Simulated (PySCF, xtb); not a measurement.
C2H6O2Te, SMILES CO[Te]OC. The values are those of a single conformer.

Harmonic wavenumbers (cm⁻¹) from GFN2-xTB in xtb at its own minimum, in rising order: 60, 92, 125, 153, 205, 257, 275, 474, 504, 1018, 1033, 1129, 1129, 1136, 1141, 1404, 1405, 1468, 1468, 1476, 1480, 2947, 2948, 2956, 2957, 2982, 2982.

Task: What does PBE0-D3(BJ)/def2-SVP (PySCF) give at its own minimum? (The exact figures need the calculation; the answer reports its results.)

Result: 63, 102, 118, 152, 229, 287, 300, 557, 574, 1100, 1113, 1170, 1171, 1181, 1181, 1449, 1450, 1456, 1457, 1478, 1482, 3013, 3015, 3102, 3103, 3132, 3132. Paired by order, the mean absolute difference is 53 cm⁻¹ and the zero-point energies are 50.3 and 52.3 kcal/mol.
